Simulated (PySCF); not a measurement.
Two species compared at the same levels of theory.

First species: C₅H₁₃NOSi.
Structure used (GFN2-xTB), in Å, numbered top down from 1:
```xyz
21
C5H13NOSi angstrom
C     -1.2561   -1.8059    0.1075
C     -1.0743   -0.3453    0.4973
C     -1.6814    0.5997   -0.5867
N     -1.7790    1.9876   -0.2164
C      0.3580    0.0958    0.6746
O      0.6204    1.0686    1.3554
C      1.4496   -0.5940   -0.0698
Si     2.9948    0.5161    0.1131
H     -0.8239   -2.0099   -0.8688
H     -0.7888   -2.4613    0.8395
H     -2.3165   -2.0457    0.0637
H     -1.6052   -0.1457    1.4360
H     -2.6869    0.2415   -0.8246
H     -1.0746    0.5333   -1.4952
H     -2.3942    2.1000    0.5827
H     -0.8699    2.3524    0.0519
H      1.6104   -1.5790    0.3702
H      1.1562   -0.7657   -1.1053
H      2.6929    1.8389   -0.4237
H      3.4164    0.5488    1.5082
H      4.0432   -0.1131   -0.7008
```

Second species: C3H10O3SSi.
Z-matrix (Å and degrees, GFN2-xTB geometry), rows numbered from 1:
```
C 
O   1  1.3997
Si  2  1.6148  1  127.87
O   3  1.6206  2  109.92  1    53.79
O   3  1.6202  2  107.87  1   169.77
C   5  1.3987  3  126.74  2    53.96
C   6  1.5190  5  109.33  3   174.98
S   7  1.8248  6  111.00  5   -65.15
H   1  1.0909  2  110.70  3   -48.92
H   1  1.0923  2  110.35  3    71.58
H   1  1.0905  2  107.80  3  -168.95
H   3  1.4615  2  111.17  1   -68.59
H   4  0.9523  3  120.68  2   159.12
H   6  1.0962  5  109.88  3    54.09
H   6  1.0960  5  109.56  3   -64.89
H   7  1.0884  6  110.80  5   177.12
H   7  1.0900  6  110.61  5    54.88
H   8  1.3296  7   94.54  6    49.16
```

Levels: PBE0/pcSseg-1 for HOMO energy, LUMO energy and HOMO–LUMO gap. Geometries: GFN2-xTB. Each species is one conformer at its optimised geometry, gas phase, non-relativistic unless stated; the electronic structure was computed with PySCF and density fitting.

Dipoles, sizes and rotational constants follow the conformer. The torsions of the flexible species, by atom-mapped SMILES:
- `[CH3:1][C@H:2]([CH2:3][NH2:4])[C:5](=[O:6])[CH2:7][SiH3:8]`: C1–C2–C3–N4 169°, C1–C2–C5–O6 -158°, C2–C5–C7–Si8 167°, H–N4–C3–C2 -62°, H–N4–C3–C2 56°

The conformers of `CO[Si@@H](O)OCCS` aren't listed.

Values for the first species:

| Property | Result |
| --- | --- |
| HOMO energy | -6.74 eV |
| LUMO energy | -0.68 eV |
| HOMO–LUMO gap | 6.06 eV |

Estimate the same properties for the second species, and the change in each.

```tsv
property	first	second	second less first
HOMO energy	-6.74 eV	-6.72 eV	+0.02 eV
LUMO energy	-0.68 eV	0.86 eV	+1.54 eV
HOMO–LUMO gap	6.06 eV	7.58 eV	+1.52 eV
```

